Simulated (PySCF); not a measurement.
SMILES Fc1cccc(F)c1-c1ccc[se]1 (C₁₀H₆F₂Se), GFN2-xTB optimised geometry.

```
19

F      2.21     0.85     0.13
C      1.69    -0.41     0.06
C      2.58    -1.46     0.07
C      2.10    -2.75     0.01
C      0.74    -2.96    -0.07
C     -0.13    -1.88    -0.07
F     -1.44    -2.17    -0.15
C      0.30    -0.55     0.00
C     -0.59     0.60     0.00
C     -1.96     0.60     0.00
C     -2.57     1.87     0.00
C     -1.70     2.91    -0.01
Se     0.06     2.37     0.00
H      3.64    -1.25     0.13
H      2.78    -3.59     0.01
H      0.32    -3.95    -0.12
H     -2.55    -0.30     0.01
H     -3.64     1.99     0.00
H     -1.97     3.95    -0.01
```

Density from B3LYP/def2-SVP run with PySCF at that geometry.

Minimum of the electron density along straight lines between bonded atoms, close to the bond critical point (lines longer than 1.1 times the sum of covalent radii, or with two minima, are not listed):

```csv
bond,length / Å,ρ at the minimum / e bohr⁻³,∇²ρ there / e bohr⁻⁵,position (fraction from the first atom)
F1–C2,1.355,0.246,0.14,0.67
C2–C3,1.378,0.321,-0.86,0.52
C3–C4,1.384,0.313,-0.80,0.50
C4–C5,1.383,0.313,-0.81,0.50
C5–C6,1.381,0.320,-0.85,0.48
C6–F7,1.348,0.252,0.14,0.33
C2–C8,1.402,0.307,-0.78,0.51
C6–C8,1.404,0.305,-0.77,0.51
C8–C9,1.449,0.275,(withheld),0.51
C9–C10,1.375,0.315,-0.78,0.51
C10–C11,1.407,0.302,-0.76,0.50
C11–C12,1.360,0.324,-0.83,0.49
C9–Se13,1.889,(withheld),-0.18,0.49
C12–Se13,1.841,0.179,(withheld),0.50
C3–H14,1.078,0.284,-1.09,0.64
C4–H15,1.078,0.286,-1.10,0.63
C5–H16,1.078,0.284,-1.09,0.64
C10–H17,1.074,0.288,-1.13,0.64
C11–H18,1.077,0.284,-1.09,0.63
C12–H19,1.075,0.284,-1.10,0.64
```

Task: Complete the blanks.

Result: 
- C8–C9, ∇²ρ there / e bohr⁻⁵: -0.65
- C9–Se13, ρ at the minimum / e bohr⁻³: 0.164
- C12–Se13, ∇²ρ there / e bohr⁻⁵: -0.20
